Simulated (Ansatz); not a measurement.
A structure relaxed at PBE0-D4/def2-TZVP, charge 0, multiplicity 1:

Cartesian coordinates in Å:
```
F -1.796 0.867 1.700
Al -0.392 0.977 0.851
Cl 0.756 2.694 1.148
Ge 0.257 -0.832 -0.675
H -0.822 -1.036 -1.751
H 0.408 -2.153 0.098
H 1.589 -0.518 -1.371
```

Task: Give its formula and SMILES.

Result: AlClFGeH3, `[F][Al]([Cl])[GeH3]`.

Task: Point group (tolerance 0.08 Å, 0.16 Å for H)?

Result: Cs.

Task: Summarise the bond lengths by kind.

Result: 1 × Al–F 1.644 Å; 1 × Al–Cl 2.087 Å; 1 × Al–Ge 2.454 Å; 3 × Ge–H 1.536 to 1.538 Å.

Results of the Gaussian-basis code of Ansatz.
